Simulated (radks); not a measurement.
Coherent X-ray form factor from a spherical all-electron density. Calculated with a radial shooting solver on a logarithmic mesh with Libxc functionals: non-relativistic Kohn-Sham, LDA (Slater exchange, Perdew-Wang correlation), spin-polarised, spherical densities, point nucleus.

sin(theta)/lambda (1/angstrom)  f0 (electrons)
0.05                                    21.757
0.1                                     21.059
0.15                                    19.992
0.2                                     18.673
0.25                                    17.223
0.3                                     15.749
0.4                                     13.024
0.5                                     10.841
0.6                                      9.245
0.8                                      7.352
1                                        6.324
1.25                                     5.352
1.5                                      4.439
2                                        2.923

The species is in the configuration that NIST lists as its ground one. Which atom or ion scatters so?

Answer. The manganese ion Mn3+, [Ar] 3d(up 2, down 2). Extrapolating in s^2 from the first two rows gives f0(0) = 22.0, near the electron count 22; among species with that count, the fall with angle is slower the higher Z, and the table is that of Z = 25; from so few rows the species is fixed only to a neighbour or two.
